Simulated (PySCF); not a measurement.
# UHF on Sc (scandium, neutral)

Configuration: [Ar] 3d3, high-spin 4F determinant (an excited configuration). Calculation: PySCF 2.14, in aug-cc-pwCVTZ-DK with one added diffuse shell each of s, p, d, f, g type (11s10p8d5f4g, 152 functions); scalar relativity by spin-free X2C-1e.

```
Total energy                        : -763.113909 hartree
One-electron energy                 : -1048.4117 hartree
Hartree (Coulomb) energy            : 323.8007 hartree
Exchange energy                     : -38.5029 hartree
⟨S²⟩                                : 3.7527
⟨L²⟩                                : 12.027
Sum of ⟨r⟩                          : 19.96 bohr
Sum of ⟨r²⟩                         : 43.95 bohr²
Langevin diamagnetic susceptibility : -34.8 ×10⁻⁶ cm³/mol
```

```json
{"shell": "1s β", "electrons": "1", "mean orbital energy (hartree)": "-166.64529", "rms radius, mean of both spins (bohr)": "0.0844"}
{"shell": "1s α", "electrons": "1", "mean orbital energy (hartree)": "-166.64206", "rms radius, mean of both spins (bohr)": "0.0844"}
{"shell": "2s α", "electrons": "1", "mean orbital energy (hartree)": "-19.06083", "rms radius, mean of both spins (bohr)": "0.370"}
{"shell": "2s β", "electrons": "1", "mean orbital energy (hartree)": "-19.04446", "rms radius, mean of both spins (bohr)": "0.370"}
{"shell": "2p α", "electrons": "3", "mean orbital energy (hartree)": "-15.49007", "rms radius, mean of both spins (bohr)": "0.340"}
{"shell": "2p β", "electrons": "3", "mean orbital energy (hartree)": "-15.47415", "rms radius, mean of both spins (bohr)": "0.340"}
{"shell": "3s α", "electrons": "1", "mean orbital energy (hartree)": "-2.43229", "rms radius, mean of both spins (bohr)": "1.17"}
{"shell": "3s β", "electrons": "1", "mean orbital energy (hartree)": "-2.34018", "rms radius, mean of both spins (bohr)": "1.17"}
{"shell": "3p α", "electrons": "3", "mean orbital energy (hartree)": "-1.45465", "rms radius, mean of both spins (bohr)": "1.30"}
{"shell": "3p β", "electrons": "3", "mean orbital energy (hartree)": "-1.33070", "rms radius, mean of both spins (bohr)": "1.30"}
{"shell": "3d α", "electrons": "3", "mean orbital energy (hartree)": "-0.13410", "rms radius, mean of both spins (bohr)": "3.17"}
```

Densities and radii are taken from the X2C orbitals without a picture-change correction, which distorts them close to the nucleus.

Spin-orbit constants ζ (cm⁻¹) from the X2C one-electron operator on these orbitals: bare nucleus, nucleus screened by l(l+1)(2l+1)/3 electrons, and screened by the Breit-Pauli mean field of the electrons.

```csv
shell,bare,screened nucleus,mean field
2p,26900,24340,n/a
3p,2651,2399,n/a
3d,94.15,49.31,n/a
```

To first order the Landé constant is A = 16.44 cm⁻¹, so the lowest level has J = 3/2 and lies 0.0122 eV below the centre of the term. This holds in LS coupling only.
